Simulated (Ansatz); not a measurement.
Ansatz results at the PBE0-D4/def2-TZVP geometry: LUMO energy (ωB97M-V/def2-TZVPP) 1.62 eV; HOMO energy (PBE0/def2-TZVPP) -8.16 eV; HOMO–LUMO gap (PBE/def2-TZVPP) 5.89 eV.

Question: Which molecule gave them?
A. `CO[SiH](C)[SeH]`
B. `C[SiH](Cl)Cl`
C. `CC(C)N[SiH3]`
D. `C[Si](F)([SiH3])Cl`

Answer: D. The others give `C[SiH](Cl)Cl`: 2.40, -8.84, 7.06; `CO[SiH](C)[SeH]`: 1.89, -7.02, 5.11; `CC(C)N[SiH3]`: 2.08, -6.75, 5.14.
